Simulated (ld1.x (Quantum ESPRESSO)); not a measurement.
## Cutoff test, Br (Z = 35), TM

- Element: bromine
- Generator: ld1.x (Quantum ESPRESSO) 7.5
- Type: norm-conserving Troullier–Martins (Kleinman–Bylander form)
- Functional: revPBE
- Relativity: fully relativistic
- Frozen core: [Ar] 3d10
- Valence charge: 7
- Reference configuration: 4s2 4p4 (charge +1)
- Partial waves: 4p (bound): rc 1.70 bohr; 4s (bound): rc 1.35 bohr
- Local potential: the s channel
- Core correction: Bessel-smoothed model core, default radius (core density twice the valence density)

Open shells are filled in proportion to 2j + 1 (rel_dist='average').

The pseudo-atom Hamiltonian at the reference potential is diagonalised in spherical Bessel functions j_l(qr) that vanish at 20 bohr, with q² up to the cutoff. All-electron valence levels (Ry): 4p1/2 -1.3093, 4p3/2 -1.2677, 4s -2.2296.

Q: How do the lowest levels (Ry) of each channel move with the cutoff, and are there ghosts?

A:

```tsv
cutoff (Ry)	p1/2 #1	p1/2 #2	p3/2 #1	s #1	d #1	d #2	f #1	Σ f·Δε (mRy)
8	-1.2941	-0.2602	-1.2307	-2.0092	-0.2770	-0.0880	-0.0501	559.6
12	-1.3025	-0.2631	-1.2345	-2.1405	-0.2827	-0.0894	-0.0501	275.6
15	-1.3029	-0.2632	-1.2466	-2.1810	-0.2829	-0.0895	-0.0501	162.1
21	-1.3055	-0.2633	-1.2608	-2.2162	-0.2833	-0.0896	-0.0501	50.2
30	-1.3087	-0.2633	-1.2670	-2.2176	-0.2847	-0.0899	-0.0501	26.5
40	-1.3089	-0.2635	-1.2672	-2.2236	-0.2859	-0.0901	-0.0501	13.7
45	-1.3090	-0.2635	-1.2673	-2.2258	-0.2860	-0.0902	-0.0501	8.9
55	-1.3092	-0.2635	-1.2675	-2.2287	-0.2861	-0.0902	-0.0501	2.2
70	-1.3093	-0.2636	-1.2676	-2.2291	-0.2861	-0.0902	-0.0501	1.0
80	-1.3093	-0.2637	-1.2677	-2.2292	-0.2861	-0.0902	-0.0501	0.9
100	-1.3093	-0.2637	-1.2677	-2.2294	-0.2861	-0.0902	-0.0501	0.3
400	-1.3093	-0.2638	-1.2677	-2.2296	-0.2862	-0.0902	-0.0501	0.0
```

Result: no extra level below or beside the all-electron valence levels (p1/2, p3/2, s, d, f tested); 10 mRy is reached at 45 Ry and 1 mRy at 80 Ry.
